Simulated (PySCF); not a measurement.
A structure optimised at PBE-D3(BJ)/def2-SVP, used in a PySCF frequency run:

```
Se
F 1 1.7004
F 1 1.7004 2 98.09
F 1 1.7004 2 98.09 3 99.43
```
Charge +1, spin multiplicity 1.

Q: Write its SMILES, formula and point group.

A: F[Se+](F)F, F₃Se, C3v

Q: What are its rotational constants (standard atomic weights)?

A: 5.9046, 5.9046, 4.0322 GHz
